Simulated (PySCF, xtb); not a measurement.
C2H6N, SMILES C=[NH+]C, charge +1.

Harmonic wavenumbers (cm⁻¹) from GFN2-xTB run with xtb at its own minimum, in rising order: 189, 461, 581, 937, 977, 1016, 1025, 1073, 1189, 1316, 1353, 1378, 1400, 1427, 1715, 2995, 3015, 3043, 3060, 3082, 3243.

Q: What does PBE-D3(BJ)/def2-TZVP run with PySCF 2.14.0 give at its own minimum? (The exact figures need the calculation; the answer reports its results.)

A: 194, 455, 567, 907, 1021, 1035, 1079, 1107, 1227, 1383, 1413, 1413, 1428, 1475, 1697, 2993, 3070, 3076, 3113, 3194, 3397. Paired by order, the mean absolute difference is 43 cm⁻¹ and the zero-point energies are 49.3 and 50.4 kcal/mol.
